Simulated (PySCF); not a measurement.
**TlBr: energy against distance**

Set-up: Tl cc-pVDZ-PP with ECP60, Br cc-pVDZ-PP with ECP10; scalar-relativistic core potentials (PySCF 2.14). Energies in eV from Tl + Br in their ground configurations at the same level. State: ¹Σ⁺ (singlet), closed shell.

All columns are TPSS. A positive dipole means Tl(−)Br(+).

| R (Å) | E (eV) | μ (D) | Mulliken charge on Tl (basis-dependent) | HOMO (eV) | LUMO (eV) | Mayer bond order | ⟨S²⟩ |
| --- | --- | --- | --- | --- | --- | --- | --- |
| 2.301 | -3.185 | -1.91 | 0.31 | -5.96 | -1.91 | 1.15 | 0.00 |
| 2.408 | -3.683 | -2.67 | 0.35 | -6.11 | -2.03 | 1.09 | 0.00 |
| 2.515 | -3.957 | -3.42 | 0.38 | -6.20 | -2.16 | 1.04 | 0.00 |
| 2.596 | -4.058 | -3.96 | 0.41 | -6.23 | -2.25 | 1.00 | 0.00 |
| 2.676 | -4.094 | -4.49 | 0.43 | -6.17 | -2.35 | 0.97 | 0.00 |
| 2.756 | -4.080 | -5.00 | 0.45 | -6.00 | -2.44 | 0.95 | 0.00 |
| 2.863 | -4.007 | -5.65 | 0.47 | -5.79 | -2.56 | 0.92 | 0.00 |
| 2.997 | -3.857 | -6.44 | 0.49 | -5.55 | -2.70 | 0.88 | 0.00 |
| 3.158 | -3.630 | -7.32 | 0.52 | -5.30 | -2.87 | 0.85 | 0.00 |
| 3.372 | -3.298 | -8.41 | 0.54 | -5.02 | -3.07 | 0.81 | 0.00 |

A fit through these points gives, at Re = 2.691 Å, μ = -4.58 D and dμ/dR = -6.43 D/Å; the reduced mass is 56.98 u.

Question: How strong is the fundamental in the double-harmonic approximation, I = 42.26·(dμ/dR)²/μred km/mol?

Answer: I = 42.26·(-6.43)²/56.98 = 30.7 km/mol at TPSS.

These are scalar-relativistic numbers at best; spin–orbit coupling would shift them, the dissociation energy most.
